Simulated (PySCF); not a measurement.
# How methods differ on the excitation energy of Al⁺

Al⁺ [Ne] 3s2 (1S) → Al⁺ [Ne] 3s1 3p1 (3P), as a difference of total energies. Computed with PySCF 2.14 in x2c-QZVPPall, with the spin-free X2C one-electron Hamiltonian (Gaussian nucleus). Correlated levels: valence and next inner shell: 1s2 frozen. The calculations carry no spin-orbit coupling.

```
                                method  excitation energy (eV)  error (eV)
                                   UHF                   3.550      -1.101
    MP2 (valence and next inner shell)                   4.472      -0.179
SCS-MP2 (valence and next inner shell)                   4.638      -0.013
   CCSD (valence and next inner shell)                   4.624      -0.027
CCSD(T) (valence and next inner shell)                   4.656      +0.005
```

Reference: 4.651 eV (measured; NIST levels, between the centres of gravity of the two terms).

Errors of the correlated levels include the incompleteness of this basis and the frozen core.

The basis was made for the ground configuration and has no added diffuse functions, so the excitation energy can come out too high.
